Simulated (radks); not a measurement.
Task: These are the eigenvalues of the occupied orbitals of an atom or ion with whole-number occupations (hartree). All-electron calculation, scalar-relativistic Kohn-Sham, Slater X-alpha with alpha = 1.05, spin-polarised, spherical densities, finite nucleus; Fermi nuclear charge, rms radius of each element as measured or else 0.836 A^(1/3) + 0.57 fm. Program: a radial shooting solver on a logarithmic mesh with Libxc functionals.

| orbital | eigenvalue |
|---|---|
| 1s up | -494.6960 |
| 1s down | -494.6916 |
| 2s up | -65.24681 |
| 2s down | -65.24439 |
| 2p up | -57.91278 |
| 2p down | -57.90904 |
| 3s up | -9.30459 |
| 3s down | -9.29876 |
| 3p up | -6.93085 |
| 3p down | -6.92413 |
| 3d up | -2.94371 |
| 3d down | -2.93505 |
| 4s up | -0.91869 |
| 4s down | -0.86104 |
| 4p up | -0.43404 |
| 4p down | -0.37892 |

Which element is it, and in what charge state? The configuration may be excited. Open shells, if any, are filled with parallel spins first.

Result: Z = 35, bromine, charge 0: Br in [Ar] 3d10 4s2 4p5. The list shows which subshells hold electrons but not how many an open one holds; the 1s level, -494.7 hartree, gives Z - s = 31.5 by -(Z - s)^2/2, which with screening and relativity narrows Z to a few neighbours, and the depths of the outer levels then fix element, charge and occupations together.
